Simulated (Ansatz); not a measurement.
Consider the isomerisation: `O=C(O)C[SiH2]F` → `C=C[Si](O)(O)F`.

Gas-phase electronic energies from Ansatz, PBE0-D4/def2-TZVP geometries. CCSD(T)/CBS adds triple-zeta CCSD(T) − MP2 to the extrapolated MP2 energy (def2 sets, frozen cores). Functionals use def2-TZVPP. B3LYP here is the variant with VWN-RPA as its local correlation; programs differ in this. Each species was taken in one conformer, which may not be the lowest.

```json
{"level": "PBE-D4", "ΔE (kJ/mol)": "-189.4", "difference from CCSD(T)/CBS": "45.4"}
{"level": "PBE0-D4", "ΔE (kJ/mol)": "-202.1", "difference from CCSD(T)/CBS": "32.7"}
{"level": "B3LYP-D4", "ΔE (kJ/mol)": "-217.3", "difference from CCSD(T)/CBS": "17.5"}
{"level": "ωB97X-V", "ΔE (kJ/mol)": "-202.4", "difference from CCSD(T)/CBS": "32.4"}
{"level": "PBE", "ΔE (kJ/mol)": "-187.4", "difference from CCSD(T)/CBS": "47.4"}
{"level": "r2SCAN", "ΔE (kJ/mol)": "-209.7", "difference from CCSD(T)/CBS": "25.1"}
{"level": "PBE0", "ΔE (kJ/mol)": "-200.4", "difference from CCSD(T)/CBS": "34.4"}
{"level": "B3LYP", "ΔE (kJ/mol)": "-214.0", "difference from CCSD(T)/CBS": "20.8"}
{"level": "MP2/def2-TZVPP", "ΔE (kJ/mol)": "-230.1", "difference from CCSD(T)/CBS": "4.7"}
{"level": "SCS-MP2/def2-TZVPP", "ΔE (kJ/mol)": "-226.0", "difference from CCSD(T)/CBS": "8.8"}
{"level": "CCSD(T)/def2-TZVPP", "ΔE (kJ/mol)": "-224.8", "difference from CCSD(T)/CBS": "10.0"}
{"level": "HF/def2-QZVPP", "ΔE (kJ/mol)": "-229.6", "difference from CCSD(T)/CBS": "5.2"}
{"level": "MP2/def2-QZVPP", "ΔE (kJ/mol)": "-236.7", "difference from CCSD(T)/CBS": "-1.9"}
{"level": "SCS-MP2/def2-QZVPP", "ΔE (kJ/mol)": "-232.9", "difference from CCSD(T)/CBS": "1.9"}
{"level": "HF/CBS(def2)", "ΔE (kJ/mol)": "-230.0", "difference from CCSD(T)/CBS": "4.8"}
{"level": "MP2/CBS(def2)", "ΔE (kJ/mol)": "-240.0", "difference from CCSD(T)/CBS": "-5.2"}
{"level": "CCSD(T)/CBS", "ΔE (kJ/mol)": "-234.8", "difference from CCSD(T)/CBS": "0"}
```

Largest T1 diagnostic among the species: 0.014.

From PBE to PBE0 (25 % exact exchange), in def2-TZVPP and without D4, ΔE moves by −13.0 kJ/mol. The D4 term adds −3.3 kJ/mol with B3LYP and −1.7 kJ/mol with PBE0; it sums over pairs of atoms, weighted by their polarisabilities, and B3LYP, whose exchange is more repulsive, gets the larger term.
